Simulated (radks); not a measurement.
The numbers below are computed, except where a source is named.
Spherical quantum dot in the effective-mass picture: electrons in a parabolic well V = omega^2 r^2 / 2 with omega = 1.1, all in effective atomic units (hartree* = m*/eps^2 hartree, bohr* = eps/m* bohr), one dielectric constant everywhere. Level of theory: non-relativistic Kohn-Sham, PBE, spin-polarised, spherical densities (a radial shooting solver with Libxc functionals). Levels are named by radial order and angular momentum (1s, 1p, 1d, 2s, ...), and open shells are averaged over m.

N = 2, configuration 1s2. This is the lowest configuration that the search found. Occupied and some empty levels:

| level | occupation | eigenvalue (hartree*) | <r> (bohr*) |
|---|---|---|---|
| 1s | 2 | 2.7099 | 1.148 |
| 1p | 0 | 3.6828 | 1.495 |
| 1d | 0 | 4.6986 | 1.775 |
| 2s | 0 | 4.7674 | 1.655 |

Energy (hartree*): total 4.08654, kinetic 1.4629, external 1.8642, Hartree 1.5670, exchange-correlation -0.80757.
